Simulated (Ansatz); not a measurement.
Program: Ansatz. Geometries: PBE0-D4/def2-TZVP. ΔE: electronic, gas phase. CCSD(T)/CBS adds triple-zeta CCSD(T) − MP2 to the extrapolated MP2 energy (def2 sets, frozen cores). Functionals use def2-TZVPP. B3LYP here is the variant with VWN-RPA as its local correlation; programs differ in this. For Se outer-core shells are correlated without core-valence functions, which leaves a few kJ/mol of doubt a bond. Scalar relativity is left out up to krypton. Each species was taken in one conformer, which may not be the lowest.

Reaction (formal exchange of groups at the Se–C bond): `C=CC[Se]C=C` + silanol → `C=C[Se][SiH2]O` + propene

Problem. Is it downhill or uphill in electronic energy at CCSD(T)/CBS, and by how much? (An estimate is asked.)

Solution. Ansatz gave: Downhill: ΔE = -25.5 kcal/mol.

Problem. What do these levels give: r2SCAN-D4, PBE0-D4, ωB97M-V, B2PLYP, PBE0, B3LYP, HF/def2-TZVPP, MP2/def2-TZVPP, CCSD/def2-TZVPP, HF/def2-QZVPP, HF/CBS(def2), MP2/CBS(def2)? (Best estimate.)

Solution. Ansatz gave: r2SCAN-D4 -26.4, PBE0-D4 -26.5, ωB97M-V -26.2, B2PLYP -25.3, PBE0 -26.9, B3LYP -25.8, HF/def2-TZVPP -26.7, MP2/def2-TZVPP -24.1, CCSD/def2-TZVPP -24.7, HF/def2-QZVPP -26.5, HF/CBS(def2) -26.5, MP2/CBS(def2) -25.3 kcal/mol.

Largest T1 diagnostic among the species: 0.011.

In def2-TZVPP, CCSD(T) changes the Hartree–Fock value by +2.4 kcal/mol (the triples alone add +0.4 kcal/mol) and MP2 by +2.5 kcal/mol.
